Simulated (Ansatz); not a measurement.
Calculated with Ansatz (gas phase, PBE0-D4/def2-TZVP geometries, no zero-point term in ΔE). CBS: MP2 limit from def2 TZ/QZ plus the TZ coupled-cluster correction, frozen cores. Functionals use def2-TZVPP. B3LYP here is the variant with VWN-RPA as its local correlation; programs differ in this. Each species was taken in one conformer, which may not be the lowest.

`CB(F)[SiH2]O` + `CBOC(C)=O` → `CB(F)OC(C)=O` + `CB[SiH2]O`  (redistribution)

(1) Is it downhill or uphill in electronic energy at CCSD(T)/CBS, and by how much? (Best estimate.)

(2) What do these levels give: r2SCAN-D4, PBE0-D4, B3LYP-D4, B2PLYP, B3LYP, MP2/def2-QZVPP? (An estimate is asked.)

Largest T1 diagnostic among the species: 0.014.

## Answers

(1) Computed: Downhill: ΔE = -6.1 kJ/mol.

(2) Ansatz gave: r2SCAN-D4 -9.0, PBE0-D4 -7.2, B3LYP-D4 -5.2, B2PLYP -3.8, B3LYP -2.7, MP2/def2-QZVPP -5.8 kJ/mol.

From PBE to PBE0 (25 % exact exchange), in def2-TZVPP and without D4, ΔE moves by −3.9 kJ/mol. In def2-TZVPP, CCSD(T) changes the Hartree–Fock value by +3.5 kJ/mol (the triples alone add +1.1 kJ/mol) and MP2 by +3.9 kJ/mol.
